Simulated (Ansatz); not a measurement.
Input file:

```yaml
crystal:
  periodic: [false, false, false]
  atoms:
    - { symbol: B, position_ang: [0.0, 0.0, 0.0] }
    - { symbol: F, position_ang: [0.0, 0.0, 1.57] }
    - { symbol: Cl, position_ang: [1.6108, 0.0, -0.93] }
    - { symbol: Cl, position_ang: [-1.6108, 0.0, -0.93] }
    - { symbol: H, position_ang: [0.0, 0.0, 2.79] }
magnetization:
  spin_polarized: true
  initial_magnetization: 1
basis:
  gaussian: { orbitals: def2-SVP }
hamiltonian:
  xc: pbe0
relax:
  f_tol: 0.15
  max_steps: 25
  restrain:
    - { distance: [1, 4], at: 2.12, k: 30.0 }
    - { distance: [0, 1], at: 1.32, k: 30.0 }
```

Command:

```bash
$ ansatz run input.yaml --threads 2 --pin off --max-ram 3072MiB --backend cpu --events-out ev --progress --plain --runs-dir out
```

Hardware: 2 threads of Arm Neoverse V1, with other jobs on the host.

Q: Roughly how long does this run take, and how much memory?

A: 13 s, with a peak of 0.17 GiB, for 6 ionic steps.
